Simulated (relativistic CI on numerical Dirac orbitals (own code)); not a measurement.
**One change at a time: Ge²³⁺**

Base calculation: Dirac-Coulomb-Breit CI, orbitals from a KLI potential per configuration, model QED, unscaled Slater integrals.

Configurations in the expansion (outside the closed core 1s2): 2s²2p⁵, 2s2p⁶, 2p⁶3s, 2p⁶3p, 2p⁶3d, 2s²2p⁴3s, 2s²2p⁴3p, 2s²2p⁴3d, 2s2p⁵3s, 2s2p⁵3p, 2s2p⁵3d, 2s²2p⁴4s, 2s²2p⁴4p, 2s²2p⁴4d, 2s²2p⁴4f, 2s2p⁵4s. Levels of other configurations are missing.

Variants: (1) non-relativistic limit; (2) one mean potential for all configurations. Shifts of the energy above 2s²2p⁵ ²P°3/2, in eV, for the lowest level and the first level of each name with at least 55 % of one term (blank where a level changes its place among those of its configuration and J or its character, or is not in the variant):

| Level | Base | Δ(1) | Δ(2) |
| --- | --- | --- | --- |
| 2s²2p⁵ ²P°3/2 | 0.00 | 0.00 | 0.00 |
| 2s²2p⁵ ²P°1/2 | 32.64 | -32.64 | 0.00 |
| 2s2p⁶ ²S1/2 | 189.66 | -38.34 | +0.17 |
| 2s²2p⁴3s ⁴P5/2 | 1295.32 | +7.67 | +1.30 |
| 2s²2p⁴3s ²P3/2 | 1299.80 |  | +1.37 |
| 2s²2p⁴3s ⁴P3/2 | 1326.09 |  | +1.48 |
| 2s²2p⁴3s ²P1/2 | 1329.64 | -19.96 | +1.54 |
| 2s²2p⁴3s ²D5/2 | 1338.42 | -17.05 | +1.32 |
| 2s²2p⁴3s ²D3/2 | 1339.57 | -18.20 | +1.36 |
| 2s²2p⁴3p ²P°1/2 | 1344.86 |  | +1.10 |
| 2s²2p⁴3p ⁴D°7/2 | 1346.15 | -1.54 | +1.19 |
| 2s²2p⁴3p ⁴P°1/2 | 1366.00 |  | +1.28 |
| 2s²2p⁴3p ⁴D°5/2 | 1375.47 |  | +1.32 |
| 2s²2p⁴3s ²S1/2 | 1376.71 | -37.47 | +1.35 |

At this charge energies of transitions that change n are usually good to better than 1 %, and those within a shell (Δn = 0) to a few per cent.

Ionisation energy from the two ground configurations alone: base 2300.49 eV. The NIST ASD value (semi-empirical) is 2304 eV.

LS names give the leading component of a level, which can be under half, so a name can repeat, a term be missing and a line seem to break the LS rules.
